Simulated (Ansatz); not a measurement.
Cost and result up the ladder for dimethylphenylsulfonium 2,4-difluorobenzenesulfonate, `C[S+](C)c1ccccc1.O=S(=O)([O-])c1ccc(F)cc1F` (35 atoms). Charge 0, multiplicity 1. Geometry: PBE-D4/def2-SVP.

Ansatz on 2 threads of AMD EPYC 7R13 on a shared host and a share (18 GiB) of an NVIDIA H100 80GB HBM3. Times are rough, and most runs start from the orbitals of an earlier one. CAM-B3LYP-D4/def2-TZVP serves as the yardstick here, not as an exact answer. Differences are given only for rows in sets of like size (and for xTB, whose basis is part of the method), since another set adds its own error. Binding counts from free atoms at the same level (C triplet, S triplet, H doublet, O triplet, F doublet; other spins of the atoms weren't run), without zero-point energy or a counterpoise term.

B3LYP takes the VWN-RPA correlation. Correlated methods freeze 29 core orbitals. The rows differ in basis, and correlated rows in double-zeta sets carry the largest basis error. Single mean-field runs in def2-TZVP are fitted with def2-universal-jkfit. In the singlet geometry the species has come apart into loosely held pieces.

Run but left out: HF/STO-3G (restricted singlet, unstable in another Hartree–Fock run and untested here).

Correlated methods converge slowly with the basis, most of all in double-zeta sets.

| level | functions | wall time | binding energy per atom (eV) | difference from CAM-B3LYP-D4/def2-TZVP (eV) | remarks |
| --- | --- | --- | --- | --- | --- |
| PBE0-D4/def2-TZVP | 747 | 4.4 s | 4.71 | 0.06 | – |
| PBE-D4/def2-SVP | 372 | 7.5 s | 4.88 | – | – |
| BHLYP-D4/def2-TZVP | 747 | 8 s | 4.44 | -0.21 | – |
| B3LYP-D4/def2-TZVP | 747 | 8.5 s | 4.64 | -0.01 | – |
| r2SCAN-D4/def2-TZVP (with forces) | 747 | 9 s | 4.69 | 0.04 | – |
| PBE-D4/def2-TZVP | 747 | 10 s | 4.85 | 0.20 | – |
| MP2/def2-SVP | 372 | 11 s | 4.50 | – | restricted SCF unstable |
| CAM-B3LYP-D4/def2-TZVP (with forces) | 747 | 12 s | 4.65 | 0.00 | – |
| PBE0-D4/def2-SVP | 372 | 16 s | 4.73 | – | – |
